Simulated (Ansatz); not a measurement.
TaSe₂. The state is a doublet with charge 0. Geometry PBE-D4/def2-TZVP.

| atom | x (Å) | y (Å) | z (Å) |
| --- | --- | --- | --- |
| Ta1 | -0.436 | -0.838 | -1.091 |
| Se2 | 0.472 | -0.544 | 1.181 |
| Se3 | -0.036 | 1.382 | -0.090 |

In the def2 sets Ta takes a core potential; there is no spin–orbit coupling. At PBE-D4/def2-TZVP, B97M-V/def2-TZVP, PBE0-D4/def2-SVP, BHLYP-D4/def2-TZVP and others the charge 0 doublet is spin-contaminated (final ⟨S²⟩ up to 1.45, 0.75 for a pure state). The geometry of the doublet was relaxed on an unsound state (⟨S²⟩ 1.33, where a pure state has 0.75). At PBE0-D4/def2-TZVP a quartet of charge 0 lies 0.19 eV below the doublet, each at its own geometry. The structure comes from a short search, and lower isomers may exist.

Q: Estimate the α-spin orbital energies around the gap (eV) in Ansatz with PBE-D4/def2-TZVP, B97M-V/def2-TZVP, PBE0-D4/def2-SVP, BHLYP-D4/def2-TZVP, ωB97M-V/def2-TZVP.

A: 
```csv
orbital,PBE-D4/def2-TZVP,B97M-V/def2-TZVP,PBE0-D4/def2-SVP,BHLYP-D4/def2-TZVP,ωB97M-V/def2-TZVP
HOMO−5,-8.46,-8.66,-9.53,-10.35,-11.54
HOMO−4,-7.74,-7.92,-8.76,-9.70,-11.00
HOMO−3,-6.95,-7.12,-7.91,-8.67,-9.94
HOMO−2,-5.56,-5.62,-6.31,-7.00,-8.27
HOMO−1,-4.68,-4.81,-5.72,-6.95,-8.00
HOMO,-4.31,-4.71,-5.60,-6.59,-7.81
LUMO,-3.52,-3.41,-2.72,-1.86,-1.05
LUMO+1,-3.34,-3.34,-2.52,-1.81,-0.91
LUMO+2,-3.30,-3.26,-2.44,-1.34,-0.48
LUMO+3,-3.22,-3.08,-2.24,-1.24,-0.46
LUMO+4,-1.88,-1.64,-0.82,0.02,0.90
LUMO+5,-0.65,-0.63,-0.04,0.64,1.40
β HOMO,-4.45,-4.50,-5.42,-6.32,-7.44
β LUMO,-3.33,-3.07,-2.50,-1.67,-0.73
```
